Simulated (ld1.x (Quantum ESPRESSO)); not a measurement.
## iodine (I): one change to a PAW potential, before and after

iodine (I), PAW, made with ld1.x (Quantum ESPRESSO) 7.5 (PBE, scalar-relativistic). Core [Kr] 4d10, reference 5s2 5p3 (charge +2). Waves: 5s (bound): rcut 1.65, rcutus 1.95 bohr; 5s channel at 2.3 Ry: rcut 1.65, rcutus 1.95 bohr; 5p (bound): rcut 1.60, rcutus 1.90 bohr; 5p channel at -1.4 Ry: rcut 1.60, rcutus 1.90 bohr. Local part: all-electron potential smoothed inside 1.65 bohr (lloc = -2). Core correction: Bessel-smoothed model core, default radius (core density twice the valence density). Augmentation charge: PSQ, inside the norm-conserving radii.

Change: waves 5s (bound): rcut 1.65, rcutus 2.54 bohr; 5s channel at 2.3 Ry: rcut 1.65, rcutus 2.54 bohr.

Cutoffs: the cutoffs (Ry, on a coarse ladder) from which the occupation-weighted sum of valence levels, in a spherical-Bessel basis at the reference potential, stays within 10 and 1 mRy of its value at 400 Ry; they do not see the model core or the augmentation charge, which bear on the density cutoff. Errors are all-electron minus pseudo energies relative to the spin-unpolarised reference configuration.

Task: Predict the effect on cutoff, ghosts and configuration errors.

Result: The potential gets softer (10 Ry and 25 Ry → 10 Ry and 18 Ry); both files keep a bound ghost (d); of the 7 tests that both files solve, the error grows in 1 and shrinks in 0 by more than 15 % and 0.3 meV (median size 9.3 → 9.0 meV). A larger radius leaves more room for a smooth pseudo-wave, so fewer plane waves are needed.

| quantity | base | changed |
| --- | --- | --- |
| cutoff, loose | 10 Ry | 10 Ry |
| cutoff, tight | 25 Ry | 18 Ry |
| bound ghosts | d | d |
| error for 5s2 5p5, meV [ΔE -30.98 eV] | -14 | -14 |
| error for 5s2 5p4, meV [ΔE -19.85 eV] | -3.8 | -3.7 |
| error for 5s2 5p2, meV [ΔE 29.33 eV] | -29 | -29 |
| error for 5s2 5p5.3, meV [ΔE -32.76 eV] | -17 | -16 |
| error for 5s1 5p5, meV [ΔE -8.87 eV] | +3.8 | +4.3 |
| error for 5s1 5p6, meV [ΔE -20.56 eV] | +1.4 | +1.9 |
| error for 5s2 5p4.5, meV [ΔE -26.45 eV] | -9.3 | -9.0 |
| lowest overlap eigenvalue by channel | s 0.58, p 0.55 | s 0.19, p 0.55 |

 A true bound ghost makes a file unfit for plane-wave use even where its test errors are small: the radial tests pick states by their node count and pass the ghost by.
